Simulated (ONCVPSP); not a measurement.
**tellurium, ONCV: configuration errors across variants**

Te (Z = 52), optimised norm-conserving Vanderbilt (ONCV), made with ONCVPSP 4.0.1 (PBE, fully relativistic). Core [Ar] 3d10, reference 4s2 4p6 4d10 5s2 5p4. Waves: 4s+5s: rc 1.40 bohr, ncon 3, nbas 6, qcut 11 1/bohr, 2 projectors; 4p+5p: rc 1.40 bohr, ncon 4, nbas 9, qcut 8.4 1/bohr, 2 projectors; 4d: rc 0.95 bohr, ncon 4, nbas 7, qcut 9.3 1/bohr, local. Local part: the d channel. Core correction: none.

Open shells are filled in proportion to 2j + 1.

All-electron excitation energies from the reference (eV): (1) 4s2 4p6 4d10 5s2 5p3 9.750; (2) 4s2 4p6 4d10 5s2 5p2 27.699; (3) 4s2 4p6 4d10 5s2 5p1 54.627; (4) 4s1 4p6 4d10 5s2 5p4 173.275.

1 further variants failed, have other tests or too few solved ones, and are left out.

The file “base” misses its own reference levels by 0.9 eV. The file “d: qcut 8.8” misses its own reference levels by 0.9 eV. The file “p: rc 1.94” misses its own reference levels by 0.9 eV.

Errors AE − PS in meV (a dash: test not solved or not reliable):

| change | (1) | (2) | (3) | (4) | bound ghosts | GHOST(+) flags above zero |
| --- | --- | --- | --- | --- | --- | --- |
| base | +0.5 | +1.0 | +1.5 | -245 | none | s |
| d: qcut 8.8 | +0.5 | +1.0 | +1.4 | -249 | none | s |
| p: rc 1.94 | 0.0 | -0.2 | -1.2 | -220 | none | s |

(1) Give the same row for: all radii scaled by about 0.78 (s 1.10, p 1.10, d 0.74 bohr).

Results:

(1) +0.8, +2.1, +3.6, -11; bound ghosts: none; GHOST(+) flags above zero: s.
